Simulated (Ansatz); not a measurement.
Consider the redistribution: `OBN[SiH2]O` + `[CH3][Al]([OH])[OH]` → `O[SiH2][Al]([OH])[OH]` + `CNBO`.

Isolated molecules relaxed with PBE0-D4/def2-TZVP in Ansatz; ΔE leaves out vibrations. CCSD(T)/CBS is the MP2 limit (def2-TZVPP, def2-QZVPP) plus CCSD(T) − MP2 in def2-TZVPP, frozen cores. Functionals use def2-TZVPP. One conformer a species, not always the lowest.

(1) Is it downhill or uphill in electronic energy at CCSD(T)/CBS, and by how much? (Estimate.)

(2) What do these levels give: B2PLYP, PBE, r2SCAN, PBE0, HF/def2-TZVPP, MP2/def2-TZVPP? (Best estimate.)

Largest T1 diagnostic among the species: 0.013.

Results:

(1) Ansatz gave: Uphill: ΔE = +34.5 kcal/mol.

(2) Computed: B2PLYP 33.9, PBE 28.3, r2SCAN 33.7, PBE0 30.1, HF/def2-TZVPP 34.4, MP2/def2-TZVPP 36.7 kcal/mol.

From PBE to PBE0 (25 % exact exchange), in def2-TZVPP and without D4, ΔE moves by +1.8 kcal/mol.
